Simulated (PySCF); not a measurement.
# Spin-orbit coupling and the second ionisation energy along the second row

Two-component X2C-1e calculated with PySCF 2.14: MP2 on generalised Hartree-Fock spinors (GMP2), with spin-orbit coupling off and on (screened by Boettger's factors); no Breit or QED terms. Values in eV; the references (NIST) lie between the lowest levels. Elements whose determinants are no pure J levels are left out.

| element | configurations | spin-free | with spin-orbit | shift | reference |
| --- | --- | --- | --- | --- | --- |
| B (x2c-QZVPPall-2c, 1s2 frozen) | [He] 2s2 → [He] 2s1 | 24.472 | 24.472 | 0.000 | 25.155 |
| C (x2c-QZVPPall-2c, 1s2 frozen) | [He] 2s2 2p1 → [He] 2s2 | 24.408 | 24.413 | 0.005 | 24.383 |
| F (x2c-QZVPPall-2c, 1s2 frozen) | [He] 2s2 2p4 → [He] 2s2 2p3 | 34.727 | 34.749 | 0.022 | 34.971 |
| Ne (x2c-QZVPPall-2c, 1s2 frozen) | [He] 2s2 2p5 → [He] 2s2 2p4 | 40.852 | 40.846 | -0.005 | 40.963 |

What remains against the references is mostly the basis and correlation beyond MP2.
